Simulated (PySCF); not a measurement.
Isomers of C4H8OSi.

All values: PBE0/pcSseg-1 (PySCF) at GFN2-xTB geometries, gas phase, one conformer each.

**Question.** Rank by the lowest Hirshfeld charge on any atom, highest value first.
A. `[CH3:1][C:2]#[C:3][SiH2:4][O:5][CH3:6]` with C3–Si4–O5–C6 -58°
B. `[CH2:1]=[CH:2][C:3](=[CH2:4])[O:5][SiH3:6]` with C1–C2–C3–C4 180°, C2–C3–O5–Si6 180°
C. `[CH2:1]=[CH:2][O:3][C:4](=[CH2:5])[SiH3:6]` with C1–C2–O3–C4 -163°, C2–O3–C4–C5 21°
D. `[SiH3:1][O:2][CH:3]=[C:4]1[CH2:5][CH2:6]1` with Si1–O2–C3–C4 180°
E. `[CH2:1]=[C:2]([SiH3:3])[CH2:4][CH:5]=[O:6]` with C1–C2–C4–C5 138°, C2–C4–C5–O6 19°
F. `C1=C[Si@H](C)CO1`

**Answer.** C (-0.135 e), E (-0.170 e), B (-0.182 e), D (-0.202 e), F (-0.214 e), A (-0.227 e).

**Question.** Rank by dipole moment, highest first.
A. `[SiH3:1][O:2][CH:3]=[C:4]1[CH2:5][CH2:6]1` with Si1–O2–C3–C4 180°
B. `[CH2:1]=[CH:2][C:3](=[CH2:4])[O:5][SiH3:6]` with C1–C2–C3–C4 180°, C2–C3–O5–Si6 180°
C. `[CH2:1]=[CH:2][O:3][C:4](=[CH2:5])[SiH3:6]` with C1–C2–O3–C4 -163°, C2–O3–C4–C5 21°
D. `[CH3:1][C:2](=[O:3])[SiH:4]1[CH2:5][CH2:6]1` with C1–C2–Si4–C5 -28°
E. `[CH2:1]=[C:2]([SiH3:3])[CH2:4][CH:5]=[O:6]` with C1–C2–C4–C5 138°, C2–C4–C5–O6 19°
F. `[CH3:1][C:2]#[C:3][SiH2:4][O:5][CH3:6]` with C3–Si4–O5–C6 -58°

**Answer.** E (3.12 D), D (2.73 D), F (2.32 D), C (1.00 D), A (0.74 D), B (0.43 D).

**Question.** Rank by LUMO energy, highest first.
A. `[CH3:1][C:2]#[C:3][SiH2:4][O:5][CH3:6]` with C3–Si4–O5–C6 -58°
B. `[CH2:1]=[CH:2][O:3][C:4](=[CH2:5])[SiH3:6]` with C1–C2–O3–C4 -163°, C2–O3–C4–C5 21°
C. `[CH3:1][C:2](=[O:3])[SiH:4]1[CH2:5][CH2:6]1` with C1–C2–Si4–C5 -28°
D. `[CH2:1]=[CH:2][C:3](=[CH2:4])[O:5][SiH3:6]` with C1–C2–C3–C4 180°, C2–C3–O5–Si6 180°
E. `[SiH3:1][O:2][CH:3]=[C:4]1[CH2:5][CH2:6]1` with Si1–O2–C3–C4 180°
F. `[CH2:1]=[C:2]([SiH3:3])[CH2:4][CH:5]=[O:6]` with C1–C2–C4–C5 138°, C2–C4–C5–O6 19°

**Answer.** E (0.31 eV), A (-0.07 eV), B (-0.27 eV), D (-0.72 eV), F (-1.01 eV), C (-1.27 eV).

All values together:

```tsv
SMILES	μ (D)	HOMO (eV)	LUMO (eV)	lowest IAO charge (e)	highest IAO charge (e)	lowest Hirshfeld charge (e)	highest Hirshfeld charge (e)
CC(=O)[SiH]1CC1	2.73	-6.93	-1.27	-0.515 (C)	+0.704 (Si)	-0.227 (O)	+0.310 (Si)
CC#C[SiH2]OC	2.32	-7.68	-0.07	-0.636 (O)	+1.022 (Si)	-0.227 (O)	+0.405 (Si)
C=C([SiH3])CC=O	3.12	-7.46	-1.01	-0.371 (O)	+0.604 (Si)	-0.170 (O)	+0.275 (Si)
C=CC(=C)O[SiH3]	0.43	-6.65	-0.72	-0.591 (O)	+0.871 (Si)	-0.182 (O)	+0.393 (Si)
[SiH3]OC=C1CC1	0.74	-6.57	0.31	-0.593 (O)	+0.880 (Si)	-0.202 (O)	+0.391 (Si)
C=COC(=C)[SiH3]	1.00	-6.69	-0.27	-0.386 (C)	+0.619 (Si)	-0.135 (C)	+0.313 (Si)
C[Si@H]1C=COC1	1.10	-6.54	0.37	-0.725 (C)	+0.887 (Si)	-0.214 (C)	+0.361 (Si)
```

Conformers: `[CH3:1][C:2](=[O:3])[SiH:4]1[CH2:5][CH2:6]1` with C1–C2–Si4–C5 -28°; `[CH3:1][C:2]#[C:3][SiH2:4][O:5][CH3:6]` with C3–Si4–O5–C6 -58°; `[CH2:1]=[C:2]([SiH3:3])[CH2:4][CH:5]=[O:6]` with C1–C2–C4–C5 138°, C2–C4–C5–O6 19°; `[CH2:1]=[CH:2][C:3](=[CH2:4])[O:5][SiH3:6]` with C1–C2–C3–C4 180°, C2–C3–O5–Si6 180°; `[SiH3:1][O:2][CH:3]=[C:4]1[CH2:5][CH2:6]1` with Si1–O2–C3–C4 180°; `[CH2:1]=[CH:2][O:3][C:4](=[CH2:5])[SiH3:6]` with C1–C2–O3–C4 -163°, C2–O3–C4–C5 21°.
